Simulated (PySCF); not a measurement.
# One molecule, several mistakes: BCGeH6N

These are calculations, not measurements. They come from PySCF 2.14.0, an open-source quantum chemistry program, on an isolated molecule that a program drew, which may never have been made. The molecule is BCGeH6N (charge 0, singlet), drawn as the SMILES string `B[CH2][Ge][NH2]`.

Each row is a Hartree-Fock (HF) and frozen-core CCSD(T) single point in the cc-pVDZ basis, meant for a local HF minimum. Run 1 is clean. Each other run has one planted mistake out of seven kinds, and not every kind appears here: one electron removed, one electron added, multiplicity raised by two, geometry at a saddle point, minimal basis STO-3G, one bond length entered in bohr, all coordinates scaled. The reference is restricted for singlets and unrestricted otherwise, and also for a bond in bohr. Adding or removing an electron swaps singlet and doublet. Electrons count all cores. HOMO and LUMO are orbital energies over both spins, the gradient is its largest component, and the lowest frequency (negative if imaginary) is given only where the gradient is small. Bond lengths are over the 9 bonds as drawn. T1 is the CCSD diagnostic: over 0.02 (restricted) or 0.045 (unrestricted) a single reference is doubtful. Germanium has the cc-pVDZ-PP basis, with a core potential (ECP10MDF) in place of its 10 inner electrons, and its 3s, 3p and 3d shells are frozen in CCSD(T).

Geometry of the clean run:
```xyz
10
BCGeH6N, angstrom
B     0.2348    0.3219    0.8397
C     1.1728    0.5470   -0.3648
Ge    0.3590    1.9729   -1.5920
N     0.1731    3.2981   -0.3670
H    -0.6695   -0.4723    0.7810
H     0.3376    0.9777    1.8448
H     1.3043   -0.3201   -1.0153
H     2.1471    0.9783   -0.1076
H     0.4085    3.2591    0.6073
H    -0.1652    4.2047   -0.6306
```

```
run,electrons,basis functions,<S^2>,HOMO (eV),LUMO (eV),gradient (hartree/bohr),lowest frequency (cm^-1),mean bond (Å),longest bond (Å),T1,HF (hartree),CCSD(T) (hartree),mistake
1,56,95,0.000,-8.69,1.55,3.5e-05,68,1.3345,2.050,0.0178,-413.86968,-414.41871,no fault
2,56,95,2.013,-6.44,-0.20,3.0e-02,-,1.3345,2.050,0.0190,-413.79165,-414.31591,multiplicity raised by two
3,55,95,0.794,-16.58,-6.58,4.5e-02,-,1.3345,2.050,0.0229,-413.59025,-414.11047,one electron removed
4,56,95,0.000,-8.74,1.39,2.5e-02,-,1.3732,2.109,0.0192,-413.86278,-414.41745,all coordinates scaled
5,57,95,0.766,0.14,7.26,4.7e-02,-,1.3345,2.050,0.0366,-413.83747,-414.39671,?
6,56,95,0.880,-8.42,1.41,3.8e-02,-,1.4871,2.916,0.0440,-413.72441,-414.25220,?
```

**Which mistake was planted in run 5, and what did it cost?**

It counts 57 electrons, one more than the clean run, at the same geometry and basis. So the mistake is: one electron added. Subtracting run 1 and multiplying by 627.51 kcal/mol a hartree, the energy moved by 20.2 kcal/mol in HF and 13.8 kcal/mol in CCSD(T).

**Which mistake was planted in run 6, and what did it cost?**

The mean bond changes by a factor of 1.114 and the longest by 1.422, so the molecule wasn't scaled as a whole. A length L in bohr read as angstrom grows by (1/0.5292 - 1) L = 0.890 L. The 9 bonds together grew by 9 x 0.1526 = 1.373 Å, which gives L = 1.544 Å. That is bond B1-C2, 1.543 Å in the clean geometry. So the mistake is: one bond length entered in bohr. Subtracting run 1 and multiplying by 627.51 kcal/mol a hartree, the energy moved by 91.2 kcal/mol in HF and 104.5 kcal/mol in CCSD(T).

Cautions from the logs. Run 5: the HOMO is above zero, so the electron isn't bound and the energy depends on the basis.
